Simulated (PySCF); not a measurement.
Compound: C₃H₅GaO₂.
Atom-mapped SMILES: `[CH:1]1=[CH:2][O:3][GaH2-:4][O+:5]=[CH:6]1` (hydrogens: H7 on C1; H8 on C2; H9, H10 on Ga4; H11 on C6)
Bond orders are those of one Lewis drawing.

Method: PBE0-D3(BJ)/def2-SVP geometry optimisation, gas phase (PySCF); density fitting, grid level 1; the optimiser is geomeTRIC in internal coordinates, started from a GFN2-xTB structure with every atom displaced at random (about 0.01 Å).

Step 3: E = -59638.3471 eV
```
atom  x, y, z in Å  |  force x, y, z in eV/Å
C1      1.3350    0.3655   -0.2727   -0.488  -0.143   0.090
C2      1.0390   -0.9633    0.0482    0.244  -0.254   0.029
O3     -0.0839   -1.4633    0.3443    0.138   0.143  -0.074
Ga4    -1.7890   -0.4970    0.3061   -0.020  -0.058   0.118
O5     -0.8928    1.2068   -0.0140    0.193  -0.009  -0.050
C6      0.3406    1.3476   -0.2557    0.070   0.302  -0.029
H7      2.3616    0.6449   -0.5085   -0.026  -0.005   0.023
H8      1.8859   -1.6745    0.0600   -0.007  -0.038   0.008
H9     -2.4818   -0.8966   -1.0280   -0.086  -0.025  -0.083
H10    -2.3379   -0.4706    1.7661   -0.018  -0.001  -0.003
H11     0.6580    2.3838   -0.4645    0.000   0.088  -0.030
```

Step 4: E = -59638.3551 eV
```
atom  x, y, z in Å  |  force x, y, z in eV/Å
C1      1.3151    0.3600   -0.2639    0.152   0.027  -0.070
C2      1.0476   -0.9772    0.0472   -0.146   0.133   0.083
O3     -0.0807   -1.4671    0.3354    0.108  -0.122  -0.026
Ga4    -1.7804   -0.4957    0.3051   -0.078  -0.061   0.054
O5     -0.8923    1.2128   -0.0168    0.027   0.135  -0.052
C6      0.3386    1.3607   -0.2599   -0.026  -0.125   0.066
H7      2.3423    0.6405   -0.4948    0.022   0.015   0.004
H8      1.8975   -1.6843    0.0669   -0.020  -0.002  -0.025
H9     -2.4879   -0.8886   -1.0296   -0.042  -0.010  -0.016
H10    -2.3236   -0.4736    1.7679   -0.014   0.000  -0.006
H11     0.6585    2.3959   -0.4760    0.017   0.011  -0.012
```

**Question.** Estimate the geometry and energy of step 5. (The exact step hangs on the optimiser's Hessian estimate; all steps are aligned on step 4, rigid shifts and turns removed.)

**Answer.** E = -59638.3575 eV, largest force 0.085 eV/Å
```
atom  x, y, z in Å  |  force x, y, z in eV/Å
C1      1.3207    0.3627   -0.2655    0.025   0.008   0.018
C2      1.0462   -0.9722    0.0493    0.039   0.001  -0.022
O3     -0.0758   -1.4723    0.3405   -0.079   0.027  -0.017
Ga4    -1.7870   -0.5003    0.3067    0.049  -0.013  -0.004
O5     -0.8891    1.2154   -0.0215   -0.002   0.008  -0.018
C6      0.3435    1.3620   -0.2577   -0.032  -0.029   0.006
H7      2.3494    0.6430   -0.4920    0.000  -0.007   0.002
H8      1.8947   -1.6813    0.0538    0.009   0.006   0.012
H9     -2.4987   -0.9023   -1.0267   -0.003   0.010   0.020
H10    -2.3351   -0.4691    1.7671    0.000   0.001   0.001
H11     0.6659    2.3979   -0.4726   -0.006  -0.012   0.002
```

The energy changes by -0.0023 eV. The first-order estimate −F·Δx gives -0.0059 eV and the mean of the old and new forces, exact on a quadratic surface, -0.0024 eV. The step makes an angle of 63° with the force vector and moves no atom by more than 0.018 Å.

The cost below is that of the whole optimisation. The run took 87 s wall on one thread, Arm Neoverse V1 (aarch64), shared host with 32 logical CPUs at a one-minute load of 23, and the process peaked at 0.54 GiB of memory.
